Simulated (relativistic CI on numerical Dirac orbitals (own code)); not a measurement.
**Cd⁴⁺: 3d photoemission**

Computed with this model: Dirac-Coulomb-Breit CI, orbitals from a KLI potential per configuration, model QED (radiative potential, 1s self-energy scaled to tabulated hydrogen-like ionisation energies), valence Slater integrals scaled by 0.8, multiplet model of photoemission in the sudden approximation; configurations [Kr] 4d8 → [Ar] 3d9 4s2 4p6 4d8; 80 K; Lorentzian 0.42 eV and Gaussian 0.5 eV FWHM. Energies are those of the free ion, without screening or charge transfer. The energies are binding energies and can lie tens of eV above those of solids. S is read from ⟨S²⟩ = S(S + 1).

Field parameters in Wybourne normalisation: Oh B⁴₀ = 21Dq, B⁴₄ = √(5/14) B⁴₀; Td as Oh with Dq negative (B⁴₀ = 21Dq, B⁴₄ = √(5/14) B⁴₀). The field is a parameter set, without covalency.

Computed curve for Oh, 10Dq = 30350 cm⁻¹, scaled to 100 at the maximum (points under 2 are left out and the grid is thinned):

```csv
Energy (eV),Intensity
466.9,2.1
467.2,2.8
467.4,3.4
467.7,4.9
468.0,7.8
468.2,11.8
468.5,27.8
468.8,68.9
469.0,95.5
469.3,94.8
469.5,93.8
469.8,95.8
470.1,57.0
470.3,31.2
470.6,13.3
470.9,7.6
471.1,5.9
471.4,4.8
471.7,5.0
471.9,6.5
472.2,11.4
472.5,13.5
472.7,11.8
473.0,10.5
473.2,10.6
473.5,10.1
473.8,10.3
474.0,11.8
474.3,15.5
474.6,20.0
474.8,21.7
475.1,20.8
475.4,17.5
475.6,16.1
475.9,15.7
476.2,13.7
476.4,15.0
476.7,24.2
476.9,32.5
477.2,43.0
477.5,44.9
477.7,40.1
478.0,27.3
478.3,16.7
478.5,12.4
478.8,8.7
479.1,8.4
479.3,9.0
479.6,8.3
479.9,7.1
480.1,6.5
480.4,6.3
480.6,6.1
480.9,5.0
481.2,4.1
481.4,3.9
481.7,3.2
482.0,2.7
482.2,2.6
482.5,2.2
```

The ground state has S = 1.00, and the centroid lies at 472.86 eV.
